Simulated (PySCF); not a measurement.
## Assignment exercise: C4H11B

Geometry:
| atom | x (Å) | y (Å) | z (Å) |
| --- | --- | --- | --- |
| B1 | 0.183 | 0.394 | 0.367 |
| C2 | 1.749 | 0.308 | 0.231 |
| H3 | 2.008 | 0.602 | -0.804 |
| H4 | 2.184 | -0.686 | 0.413 |
| H5 | 2.256 | 1.048 | 0.872 |
| C6 | -0.527 | 1.797 | 0.400 |
| H7 | -1.477 | 1.807 | -0.160 |
| H8 | 0.094 | 2.650 | 0.090 |
| H9 | -0.813 | 1.967 | 1.457 |
| C10 | -0.684 | -0.926 | 0.417 |
| C11 | -0.757 | -1.528 | -0.994 |
| H12 | -1.706 | -0.743 | 0.790 |
| H13 | -0.215 | -1.663 | 1.091 |
| H14 | -1.353 | -2.454 | -1.012 |
| H15 | -1.221 | -0.831 | -1.710 |
| H16 | 0.244 | -1.774 | -1.382 |

How the numbers were obtained: spin–spin couplings from B3LYP/pcJ-1 (spin–dipole term only in couplings to heteroatoms), geometry: PBE0-D3(BJ)/def2-SVP, NMR shieldings at B3LYP/pcSseg-1/GIAO, in PySCF 2.14.0 with density-fitted response routines (relativity neglected, one averaged value for each set of equivalent atoms, one computed conformer, no solvent model).

References, each an isolated molecule treated in the same way: ¹³C (179.24 ppm) and ¹H (31.38 ppm) vs TMS.

(1) Assign these signals to the numbered atoms. ¹³C{¹H} NMR (computed): δ 25.3, 14.9, 8.8.

(2) Assign these signals to the numbered atoms. ¹H NMR (500 MHz, computed): δ 1.14 (q, J = 9.4 Hz, 2H), 0.90 (t, J = 9.4 Hz, 3H), 0.85 (s, 6H).

Answers

(1) 
25.3 → C10, carbon bonded to C, B, 2 H
14.9 → C2/C6, carbon bonded to B, 3 H
8.8 → C11, carbon bonded to C, 3 H

(2) 
| δ (ppm) | atoms | environment | reason |
| --- | --- | --- | --- |
| 1.14 | H12/H13 | hydrogen on a carbon bonded to C, B | – |
| 0.90 | H14/H15/H16 | hydrogen on a carbon bonded to C | – |
| 0.85 | H3/H4/H5/H7/H8/H9 | hydrogen on a carbon bonded to B | – |

H14/H15/H16 and H3/H4/H5/H7/H8/H9 lie closer than the usual error of such a calculation, so a measured spectrum could show them in the other order.

A carbon bonded to boron is broadened by the quadrupolar boron nucleus and is often missing from a measured spectrum. Splittings below 1 Hz are ignored in the labels, and close J values are merged. Unscaled 3J(H,H) at this level run about 10 % above measured values. Shifts are as computed. Against solution values, carbons near 30 ppm lie about +2 ppm off and those near 130 ppm about +6 ppm. Of 1309 compounds with measured shifts, 239 miss one by over three times the rms of a fit or turn the order of signals round; such compounds aren't used in these exercises.
